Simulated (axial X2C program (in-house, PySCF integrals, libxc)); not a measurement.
# Te₂⁻: cheaper levels and CCSD(T), 2c

All values were computed with an axial X2C code built on PySCF integrals. Two-component (2c) means X2C with spin–orbit coupling and atomic mean-field two-electron Coulomb and Gaunt terms. Basis: Te dyall-acv3z [12s13p9d5f1g] (cores contracted in-house); Gaussian nuclei, density fitting, unrestricted open shells. Masses: Te 129.906 u.

State: Ω = 3/2 (⟨Sz⟩ = 0.50, ⟨Lz⟩ = 1.00 at HF); fragments Te- + Te.

```json
{"level": "PBE0", "Re (Å)": "2.667", "ωe (cm⁻¹)": "215.3", "De (eV)": "2.83"}
{"level": "HF", "Re (Å)": "2.657", "ωe (cm⁻¹)": "229.0", "De (eV)": "n/a"}
{"level": "MP2", "Re (Å)": "2.684", "ωe (cm⁻¹)": "211.8", "De (eV)": "2.64"}
{"level": "CCSD", "Re (Å)": "2.688", "ωe (cm⁻¹)": "212.0", "De (eV)": "2.36"}
{"level": "TPSS", "Re (Å)": "2.697", "ωe (cm⁻¹)": "201.5", "De (eV)": "3.07"}
```

Correlated methods: 13 electrons correlated (number of frozen shells: Te 4 s, 3 p, 2 d), 359 virtual spin orbitals or spinors in MP2, 90 natural virtuals in coupled cluster.

CCSD(T), same Hamiltonian and basis:

Re = 2.702 Å, ωe = 204.8 cm⁻¹, De = 2.51 eV; T1 = 0.013 (Lee–Taylor normalisation).

Task: Give the differences from CCSD(T) in the columns below.

Result: 

| level | ΔRe (Å) | Δωe (cm⁻¹) | ΔDe (eV) |
| --- | --- | --- | --- |
| PBE0 | -0.035 | 10.5 | 0.32 |
| HF | -0.045 | 24.2 | n/a |
| MP2 | -0.018 | 7.0 | 0.13 |
| CCSD | -0.014 | 7.2 | -0.15 |
| TPSS | -0.005 | -3.3 | 0.56 |

Occupations by symmetry block were frozen at the best pattern of an incomplete PBE0 search. De is counted from the lowest determinant-based energies of the atoms at the same level, without counterpoise correction. De is not given where an atomic determinant may have missed its ground term or J level, or where the truncated virtual space spoils (T). Density functionals use the spin component along the axis (collinear). Coupled cluster ran in a truncated set of natural virtual spinors; the MP2 energy of the rest was added. (T) has no such correction and the atoms are truncated less, which lowers De at CCSD(T) by a hundredth of an eV or more. Without a current term, density functionals place determinants with orbital angular momentum somewhat too high. The highest occupied level of some functionals is positive through self-interaction error; at Hartree–Fock it is bound. With the outer-core shells frozen, correlated bond lengths of heavy atoms tend to come out a few hundredths of an ångström too long.
